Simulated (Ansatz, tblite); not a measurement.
Removing and adding an electron: Ge₁₄H₂₀, a nanocrystal cut from cubic germanium. The state is a singlet with charge 0. Geometry: PBE-D4/def2-SVP. Ansatz, gas phase; energy differences of separate SCF runs; the oxidised species was run as a doublet alone; the reduced species was run as a doublet alone.

```xyz
34

Ge    0.4996    2.3002   -2.8328
Ge   -0.7644   -3.5311    0.7339
Ge   -2.0801   -0.2072   -1.0470
Ge    1.8138   -1.0501   -1.0433
Ge    2.5950    2.5519    0.5578
Ge    0.0106    0.0433    2.3372
Ge   -1.3105    3.3947    0.5594
Ge    1.3106   -3.3962   -0.5562
Ge   -0.0055   -0.0445   -2.3406
Ge    0.7621    3.5315   -0.7343
Ge   -2.5964   -2.5501   -0.5583
Ge   -0.5018   -2.2992    2.8320
Ge   -1.8105    1.0469    1.0408
Ge    2.0846    0.2069    1.0427
H    -0.6550    2.9211   -3.6745
H     1.8103    2.3920   -3.6699
H    -1.0885   -5.0263    1.0446
H    -3.2454    0.4256   -1.8728
H     3.1376   -0.9586   -1.8677
H     3.9239    2.6447   -0.2500
H     2.7848    3.3354    1.8910
H     0.1804    0.8368    3.6722
H    -2.4841    4.0294   -0.2449
H    -1.1571    4.1839    1.8939
H     1.1621   -4.1906   -1.8882
H     2.4820   -4.0273    0.2541
H    -0.1757   -0.8362   -3.6765
H     1.0851    5.0270   -1.0448
H    -2.7928   -3.3373   -1.8883
H    -3.9234   -2.6353    0.2536
H    -1.8156   -2.3834    3.6651
H     0.6472   -2.9248    3.6780
H    -3.1339    0.9504    1.8653
H     3.2511   -0.4237    1.8685
```

The xTB rows come from tblite. Single mean-field runs in def2-TZVP are fitted with def2-universal-jkfit.

| level | −HOMO (eV) | vertical IE (eV) | −LUMO (eV) | vertical EA (eV) | HOMO–LUMO gap (eV) | IE − EA (eV) |
| --- | --- | --- | --- | --- | --- | --- |
| GFN1-xTB | 11.78 | 13.07 | 8.46 | 6.98 | 3.32 | 6.10 |
| GFN2-xTB | 10.11 | 11.66 | 5.91 | 4.36 | 4.21 | 7.30 |
| PBE-D4/def2-TZVP | 6.12 | 7.75 | 1.65 | – | 4.47 | – |
| B97M-V/def2-TZVP | 6.51 | 8.07 | 1.74 | – | 4.78 | – |
| PBE0-D4/def2-TZVP | 7.04 | 8.18 | 0.97 | – | 6.07 | – |

 Raw xTB energy differences between charge states are shifted by several eV; the methods need an empirical correction for them.
